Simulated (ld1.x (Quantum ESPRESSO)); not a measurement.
## Se (Z = 34): variants of one RRKJ potential

Base potential:

```json
{"Element": "selenium", "Generator": "ld1.x (Quantum ESPRESSO) 7.5", "Type": "norm-conserving RRKJ (Kleinman–Bylander form)", "Functional": "PBE", "Relativity": "non-relativistic", "Frozen core": "[Ar] 3d10", "Valence charge": "6", "Reference configuration": "4s2 4p3.75 (charge +0.25)", "Partial waves": "4p (bound): rc 1.65 bohr; 4s (bound): rc 1.15 bohr", "Local potential": "the s channel", "Core correction": "Bessel-smoothed model core inside 0.85 bohr"}
```

All-electron outer shells of the reference configuration (PBE, non-relativistic, ld1.x):

```
shell  level (eV)  outermost node (bohr)  outermost maximum (bohr)
   4s      -18.96                   0.71                      1.53
   4p       -8.64                   0.74                      1.80
```

Cutoffs, loose and tight: the cutoffs (Ry, on a coarse ladder) from which the occupation-weighted sum of valence levels, in a spherical-Bessel basis at the reference potential, stays within 10 and 1 mRy of its value at 400 Ry. They do not see the model core or the augmentation charge, which bear on the density cutoff. Test errors are all-electron minus pseudo excitation energies from the reference, over the configurations 4s2 4p4; 4s2 4p3; 4s2 4p2; 4s2 4p0; 4s2 4p4.3; 4s2 4p3.5; 4s1 4p4. A dash means not determined; rows that change the core or the reference have their own tests. The largest error is taken over the tests solved by every variant that gives reliable tests at all: 4s2 4p0; 4s2 4p3.5; 4s2 4p4; 4s2 4p4.3.

A true bound ghost makes a file unfit for plane-wave use even where its test errors are small: the radial tests pick states by their node count and pass the ghost by. Where a test does run into it, the solver fails or the error is huge.

```tsv
change	outcome	cutoff, loose	cutoff, tight	bound ghosts	largest test error (meV)
base	generated	90 Ry	180 Ry	p	-34
type TM	generated	90 Ry	180 Ry	p	-53
all radii but the core radius scaled by about 0.90 (s 1.04, p 1.48 bohr)	generated	180 Ry	300 Ry	p	-2.1
scalar-relativistic	generated	90 Ry	180 Ry	p	-75
reference 4s2 4p2	generated	90 Ry	180 Ry	none	+125 over the solved tests; 1 of 7 tests not solved or not reliable
wave 4p (bound): rc 1.65 bohr becomes 4p (bound): rc 2.42 bohr	generated	90 Ry	180 Ry	p	-62
functional LDA (PZ)	generated	90 Ry	180 Ry	none	-16
core correction Bessel-smoothed model core inside 0.92 bohr	generated	90 Ry	180 Ry	p	-34
```
